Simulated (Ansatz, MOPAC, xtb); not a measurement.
Spectroscopic constants of TaH+, multiplicity 4 (lowest of 2S+1 = 2, 4, 6, 8 at CCSD(T)/def2-TZVPP on PBE0 minima; our sources give no spin for the ground state, which may be another). No spin–orbit coupling.

The constants come from a fifth-degree fit in 1/R (seven points, main isotopes). In def2 and cc sets the state is the lowest found near the PBE0 minimum, followed along R.

Codes used: Ansatz (a quantum-chemistry and plane-wave program) with Gaussian orbitals; MOPAC for PM6 (differences of heats of formation); xtb for the GFN methods. Each number belongs to the level named beside it. In def2 rows elements past Kr take small-core potentials, without spin–orbit coupling. The GFN methods have no spin term and hold the electronic entropy of 300 K.

```csv
level,r_e (Å),ω_e (cm⁻¹),B_e (cm⁻¹),ω_e x_e (cm⁻¹)
PM6,1.794,2143,5.22,25
GFN1-xTB,1.695,1774,5.85,18
SVWN5/def2-TZVPP,1.740,1903,5.56,26
PBE/def2-TZVPP,1.742,1900,5.54,26
r2SCAN/def2-TZVPP,1.734,1944,5.59,27
B97M-V/def2-TZVPP,1.742,1880,5.54,27
B3LYP/def2-TZVPP,1.738,1930,5.57,26
PBE0/def2-TZVPP,1.733,1946,5.60,26
BHLYP/def2-TZVPP,1.732,1971,5.60,25
CAM-B3LYP/def2-TZVPP,1.734,1959,5.59,24
wB97X-V/def2-TZVPP,1.731,1979,5.61,23
wB97M-V/def2-TZVPP,1.730,1972,5.62,24
B2PLYP/def2-TZVPP,1.733,1958,5.60,24
CCSD/def2-TZVPP,1.735,1945,5.59,25
CCSD/def2-QZVPP,1.732,1955,5.61,25
CCSD(T)/def2-TZVPP,1.737,1929,5.57,25
CCSD(T)/def2-QZVPP,1.734,1939,5.60,25
"CCSD(T)/CBS(def2-TZVPP, def2-QZVPP)",1.731,1944,5.61,25
```

Correlated levels freeze the inner cores; with def2 sets outer-core shells near the valence are correlated too. CBS(a, b) extrapolates the correlation energy as X⁻³ and adds the Hartree–Fock energy of set b. The state that PM6 reach isn't checked.
